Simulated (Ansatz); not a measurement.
Computed with Ansatz on PBE0-D4/def2-TZVP structures; ΔE is electronic, products minus reactants. CCSD(T)/CBS adds triple-zeta CCSD(T) − MP2 to the extrapolated MP2 energy (def2 sets, frozen cores). This one scheme is used for every species. Functionals use def2-TZVPP. Each species was taken in one conformer, which may not be the lowest.

Consider the silylene formation by 1,1-elimination: `C[Si](C)(S)S` → `C[Si]C` + `SS`.

`C[Si](C)(S)S`:

Cartesian coordinates in Å:
```
C -0.702 0.664 -1.503
Si 0.300 -0.175 -0.177
C -0.603 -0.201 1.454
S 0.692 -2.143 -0.921
S 2.227 0.739 0.085
H -0.906 1.700 -1.221
H -0.161 0.671 -2.450
H -1.658 0.153 -1.649
H -0.792 0.816 1.808
H -0.022 -0.724 2.215
H -1.564 -0.709 1.341
H 1.421 -2.518 0.144
H 1.768 1.728 0.873
```

`C[Si]C`:

Z-matrix (Å, degrees):
```
C
Si 1 1.896
H 1 1.091 2 113.7
H 1 1.102 2 105.3 3 116.9
H 1 1.095 2 114.0 3 -126.9
C 2 1.896 1 97.8 3 163.9
H 6 1.095 2 113.9 1 37.4
H 6 1.091 2 113.7 1 164.2
H 6 1.102 2 105.3 1 -78.8
```

`SS`:

Z-matrix (Å, degrees):
```
S
S 1 2.046
H 1 1.347 2 98.6
H 2 1.347 1 98.6 3 -90.5
```

Is it downhill or uphill in electronic energy at CCSD(T)/CBS, and by how much? (Best estimate.)

The calculation gave: Uphill: ΔE = +409.5 kJ/mol.

What do these levels give: LDA (SPW92), PBE-D4, r2SCANh-D4, revPBE, LC-ωPBE, MP2/def2-SVP? (Estimate.)

The calculation gave: LDA (SPW92) 422.2, PBE-D4 399.4, r2SCANh-D4 427.6, revPBE 366.9, LC-ωPBE 421.3, MP2/def2-SVP 430.6 kJ/mol.

Largest T1 diagnostic among the species: 0.012.

From PBE to PBE0 (25 % exact exchange), in def2-TZVPP and without D4, ΔE moves by +19.1 kJ/mol. In def2-TZVPP, CCSD(T) changes the Hartree–Fock value by +16.8 kJ/mol (the triples alone add +4.2 kJ/mol) and MP2 by +44.6 kJ/mol.
